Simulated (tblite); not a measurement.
Record of a relaxation.

Species: C₈H₁₁P.
Numbering: `[CH:1]#[C:2][P:3]=[C:4]=[C:5]([CH3:6])[CH:7]([CH3:8])[CH3:9]` (hydrogens: H10 on C1; H11, H12, H13 on C6; H14 on C7; H15, H16, H17 on C8; H18, H19, H20 on C9)

Computed with GFN2-xTB (tblite), gas phase: L-BFGS steps from a force-field or distance-geometry start until the largest atomic force falls under 0.01 eV/Å. 5 of its 127 geometries are shown.

Step 0: E = -680.9859 eV, largest atomic force 2.859 eV/Å
```
atom  x, y, z in Å  |  force x, y, z in eV/Å
C1      4.209    0.671   -1.585    0.339   0.101  -0.803
C2      3.629    0.552   -0.544   -1.903  -0.192   1.644
P3      2.774    0.352    1.071   -1.677  -0.281  -0.170
C4      0.941    0.173    1.087    2.665   0.387  -0.961
C5     -0.358    0.025    1.115    0.480  -0.052  -0.205
C6     -1.115   -0.183    2.391   -0.139   0.074   0.651
C7     -1.197   -0.035   -0.163   -0.041  -0.075  -0.236
C8     -0.813    1.047   -1.173   -0.200   0.214  -0.185
C9     -1.111   -1.429   -0.797   -0.228  -0.157  -0.081
H10     4.699    0.785   -2.511    0.068  -0.024   0.138
H11    -0.447   -0.153    3.261   -0.092  -0.012  -0.270
H12    -1.615   -1.159    2.391    0.038   0.212  -0.110
H13    -1.870    0.601    2.533    0.101  -0.198  -0.140
H14    -2.242    0.140    0.112   -0.007  -0.014   0.161
H15     0.187    0.901   -1.575    0.060  -0.051   0.144
H16    -0.865    2.041   -0.714    0.061  -0.247  -0.079
H17    -1.513    1.034   -2.021    0.171  -0.031   0.281
H18    -1.778   -1.495   -1.670    0.214   0.081   0.290
H19    -0.099   -1.655   -1.126    0.014   0.084   0.045
H20    -1.419   -2.203   -0.085    0.075   0.181  -0.113
```

Step 32: E = -683.2304 eV, largest atomic force 0.233 eV/Å
```
atom  x, y, z in Å  |  force x, y, z in eV/Å
C1      3.967    0.932   -1.242   -0.074   0.102   0.154
C2      3.265    0.326   -0.469    0.016  -0.120  -0.037
P3      2.336   -0.981    0.281    0.024   0.226   0.050
C4      1.000   -0.199    0.848    0.105  -0.162  -0.103
C5     -0.278   -0.030    1.051    0.028  -0.076  -0.127
C6     -0.928    0.135    2.387    0.003   0.031  -0.063
C7     -1.200   -0.090   -0.168   -0.023  -0.069  -0.093
C8     -0.830    0.988   -1.190    0.037  -0.059   0.044
C9     -1.070   -1.478   -0.798    0.005   0.011  -0.012
H10     4.535    1.596   -1.826    0.029  -0.010  -0.006
H11    -0.205    0.266    3.184    0.120   0.049   0.014
H12    -1.487   -0.778    2.581   -0.113  -0.060   0.086
H13    -1.628    0.964    2.393   -0.061   0.146  -0.012
H14    -2.234    0.070    0.153    0.016  -0.004   0.098
H15     0.185    0.815   -1.544    0.003   0.034  -0.038
H16    -0.868    1.982   -0.746   -0.055  -0.055  -0.014
H17    -1.508    0.952   -2.044    0.042   0.026   0.093
H18    -1.696   -1.590   -1.683   -0.025   0.079   0.107
H19    -0.031   -1.618   -1.095   -0.072  -0.131  -0.048
H20    -1.333   -2.251   -0.075   -0.004   0.042  -0.094
```

Step 63: E = -683.3930 eV, largest atomic force 0.094 eV/Å
```
atom  x, y, z in Å  |  force x, y, z in eV/Å
C1      3.827    1.173   -0.854    0.073   0.027  -0.007
C2      3.256    0.256   -0.325   -0.074  -0.048   0.033
P3      2.505   -1.201    0.349    0.062  -0.015  -0.014
C4      1.032   -0.575    0.712    0.005   0.006   0.004
C5     -0.200   -0.218    0.932   -0.055   0.005   0.004
C6     -0.671    0.338    2.245    0.021   0.009   0.019
C7     -1.226   -0.240   -0.189   -0.016  -0.007  -0.021
C8     -0.883    0.900   -1.150   -0.032   0.009  -0.023
C9     -1.245   -1.579   -0.920    0.012  -0.008  -0.016
H10     4.325    1.990   -1.293   -0.041  -0.013   0.018
H11     0.161    0.475    2.930    0.026  -0.005   0.043
H12    -1.388   -0.350    2.696   -0.006   0.044  -0.017
H13    -1.163    1.298    2.088    0.000  -0.049   0.013
H14    -2.216   -0.068    0.246    0.004   0.045   0.002
H15     0.127    0.757   -1.532   -0.012   0.043  -0.028
H16    -0.928    1.859   -0.638    0.033  -0.001  -0.005
H17    -1.572    0.928   -1.990   -0.054  -0.031  -0.012
H18    -1.983   -1.563   -1.720    0.008   0.009   0.014
H19    -0.268   -1.780   -1.354    0.025  -0.031  -0.015
H20    -1.494   -2.388   -0.237    0.023   0.011   0.004
```

Step 94: E = -683.4050 eV, largest atomic force 0.019 eV/Å
```
atom  x, y, z in Å  |  force x, y, z in eV/Å
C1      3.806    1.175   -0.734   -0.003  -0.008  -0.016
C2      3.259    0.209   -0.271    0.005   0.016   0.004
P3      2.523   -1.265    0.376   -0.009   0.007  -0.001
C4      1.039   -0.630    0.683    0.005  -0.004   0.002
C5     -0.175   -0.217    0.898    0.009  -0.013  -0.006
C6     -0.601    0.370    2.215    0.005   0.005  -0.004
C7     -1.224   -0.241   -0.200   -0.003   0.001   0.009
C8     -0.945    0.898   -1.184   -0.002   0.001   0.002
C9     -1.240   -1.583   -0.927    0.003   0.001   0.004
H10     4.256    2.034   -1.140    0.015  -0.004   0.011
H11     0.238    0.443    2.902   -0.002  -0.009  -0.005
H12    -1.371   -0.258    2.663   -0.010   0.001   0.009
H13    -1.020    1.364    2.061   -0.004   0.008  -0.002
H14    -2.203   -0.076    0.262   -0.008   0.001   0.001
H15     0.027    0.756   -1.652   -0.004  -0.003   0.001
H16    -0.939    1.857   -0.671   -0.005   0.004  -0.001
H17    -1.707    0.924   -1.960   -0.003   0.007   0.000
H18    -2.003   -1.585   -1.702    0.004   0.000  -0.001
H19    -0.273   -1.769   -1.390   -0.002  -0.011  -0.008
H20    -1.450   -2.394   -0.232    0.010   0.001   0.001
```

Step 126: E = -683.4073 eV, largest atomic force 0.009 eV/Å
```
atom  x, y, z in Å  |  force x, y, z in eV/Å
C1      3.890    1.161   -0.730   -0.001  -0.004   0.006
C2      3.291    0.226   -0.267    0.002  -0.005   0.000
P3      2.525   -1.235    0.374    0.008   0.001  -0.004
C4      1.040   -0.599    0.670   -0.002   0.000   0.001
C5     -0.181   -0.211    0.893   -0.006   0.007   0.002
C6     -0.609    0.375    2.209   -0.003   0.003   0.004
C7     -1.238   -0.251   -0.196    0.000   0.004  -0.008
C8     -0.996    0.897   -1.178   -0.002   0.005  -0.006
C9     -1.232   -1.590   -0.930   -0.001   0.000   0.001
H10     4.383    2.002   -1.124    0.001  -0.001  -0.001
H11     0.218    0.402    2.914    0.001   0.001  -0.003
H12    -1.416   -0.223    2.633    0.008  -0.001   0.003
H13    -0.981    1.389    2.061    0.002  -0.004  -0.001
H14    -2.216   -0.110    0.277   -0.001  -0.002  -0.004
H15    -0.036    0.765   -1.674    0.001   0.005   0.004
H16    -0.984    1.854   -0.661   -0.006  -0.003   0.006
H17    -1.779    0.922   -1.933   -0.002   0.001  -0.003
H18    -2.015   -1.610   -1.685    0.003  -0.005   0.001
H19    -0.273   -1.745   -1.421   -0.002  -0.003   0.004
H20    -1.399   -2.409   -0.235    0.001  -0.002  -0.001
```

Q: Summarise the path.

A: The energy falls by 2.4214 eV from step 0 to step 126; nine tenths of that is first reached at step 28. It falls at every step. The largest force goes from 2.859 to 0.009 eV/Å. Among the bonds P3=C4 changes most, from 1.842 to 1.642 Å; the atoms move by 0.827 Å rms after alignment.

Q: Follow the three bonds and two angles with the largest change from start to end.

A: 
| step | E above end (eV) | largest force (eV/Å) | P3=C4 (Å) | C2–P3 (Å) | C9–H18 (Å) | C2–P3–C4 (°) | P3–C4–C5 (°) |
| --- | --- | --- | --- | --- | --- | --- | --- |
| 0 | 2.4214 | 2.859 | 1.842 | 1.838 | 1.100 | 118.8 | 178.8 |
| 5 | 1.8129 | 6.426 | 1.672 | 1.797 | 1.104 | 102.9 | 153.3 |
| 11 | 0.8690 | 0.955 | 1.662 | 1.784 | 1.081 | 103.4 | 152.7 |
| 16 | 0.6565 | 0.460 | 1.638 | 1.755 | 1.091 | 109.3 | 151.4 |
| 22 | 0.4524 | 0.464 | 1.643 | 1.797 | 1.091 | 109.7 | 152.6 |
| 27 | 0.2590 | 0.576 | 1.649 | 1.764 | 1.082 | 104.4 | 153.1 |
| 33 | 0.1703 | 0.231 | 1.648 | 1.768 | 1.087 | 102.6 | 155.8 |
| 38 | 0.1282 | 0.270 | 1.648 | 1.769 | 1.087 | 101.9 | 159.8 |
| 44 | 0.0747 | 0.513 | 1.644 | 1.770 | 1.085 | 100.6 | 161.3 |
| 49 | 0.0496 | 0.187 | 1.648 | 1.765 | 1.088 | 98.9 | 164.6 |
| 55 | 0.0259 | 0.134 | 1.643 | 1.771 | 1.088 | 99.1 | 167.9 |
| 60 | 0.0182 | 0.155 | 1.643 | 1.770 | 1.088 | 98.3 | 170.8 |
| 66 | 0.0114 | 0.097 | 1.645 | 1.770 | 1.088 | 98.2 | 174.0 |
| 71 | 0.0075 | 0.076 | 1.642 | 1.772 | 1.088 | 97.9 | 176.0 |
| 77 | 0.0052 | 0.137 | 1.643 | 1.768 | 1.088 | 97.2 | 175.6 |
| 82 | 0.0036 | 0.044 | 1.642 | 1.771 | 1.088 | 97.3 | 175.7 |
| 88 | 0.0026 | 0.025 | 1.643 | 1.770 | 1.088 | 97.0 | 175.5 |
| 93 | 0.0023 | 0.018 | 1.643 | 1.770 | 1.088 | 97.0 | 175.5 |
| 99 | 0.0017 | 0.047 | 1.642 | 1.770 | 1.088 | 97.2 | 175.8 |
| 104 | 0.0012 | 0.024 | 1.643 | 1.770 | 1.088 | 97.3 | 175.6 |
| 110 | 0.0006 | 0.020 | 1.643 | 1.770 | 1.088 | 97.6 | 174.6 |
| 115 | 0.0004 | 0.021 | 1.642 | 1.770 | 1.088 | 97.7 | 174.8 |
| 121 | 0.0001 | 0.019 | 1.643 | 1.770 | 1.088 | 97.8 | 174.6 |
| 126 | 0.0000 | 0.009 | 1.642 | 1.770 | 1.088 | 97.8 | 174.5 |

What follows is the cost of the whole relaxation. The run took 1.7 s on one thread of an Arm Neoverse N1, no GPU, shared host.
